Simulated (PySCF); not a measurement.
A ladder of Hamiltonians for Zr³⁴⁺ (zirconium, charge +34)

Occupied: 1s1/2, 2s1/2, 2p1/2. Hartree-Fock calculated with PySCF 2.14 in an uncontracted even-tempered set (19 s from 4.5 bohr⁻², ratio 2.3; 14 p from 5.4 bohr⁻², ratio 2.3), Gaussian nucleus throughout. NR is non-relativistic, sf-X2C the spin-free one-electron X2C Hamiltonian, X2C adds the bare one-electron spin-orbit term, X2C-SNSO screens it by Boettger's factors, DC is four-component Dirac-Coulomb, and the Gaunt and Breit terms are added at first order (total energies over the DC spinors, levels after relaxing the spinors in that mean field). QED terms are absent. Levels marked empty are virtual spinors of this ion.

```csv
Hamiltonian,E (hartree),E − E(DC) (hartree),CPU seconds
X2C,-2324.4914,0.3003,0.62
X2C-SNSO,-2324.2227,0.5690,0.39
DC,-2324.7917,0.0000,16
DC+Gaunt,-2323.3485,1.4432,33
DC+Breit,-2323.4229,1.3688,100
```

```
   level (eV)       X2C  X2C-SNSO        DC  DC+Gaunt  DC+Breit
        1s1/2  -20617.2  -20617.6  -20627.0  -20598.0  -20598.9
        2s1/2   -4675.0   -4675.1   -4676.2   -4673.5   -4673.7
        2p1/2   -4566.4   -4562.8   -4563.6   -4557.9   -4558.6
2p3/2 (empty)   -4294.4   -4296.2   -4296.3   -4293.4   -4294.1
3s1/2 (empty)   -1912.9   -1912.9   -1913.1   -1912.4   -1912.5
```

Weight of the small component: 1s1/2 0.0213, 2s1/2 0.00482, 2p1/2 0.00479, 2p3/2 0.00459, 3s1/2 0.00192.

Koopmans' value for the highest occupied level at DC+Breit: 4558.6 eV, against an ionisation energy of 4553 ± 5 eV (semi-empirical (NIST evaluation); NIST Atomic Spectra Database, ionization energies); the former lacks relaxation, correlation, QED and recoil.

The whole ladder took 160 s of wall time on 1 thread of Intel(R) Xeon(R) Platinum 8259CL CPU @ 2.50GHz (shared host), launched as `OMP_NUM_THREADS=1 python relrun2.py TASK.json OUT` (a driver that calls PySCF for each Hamiltonian).
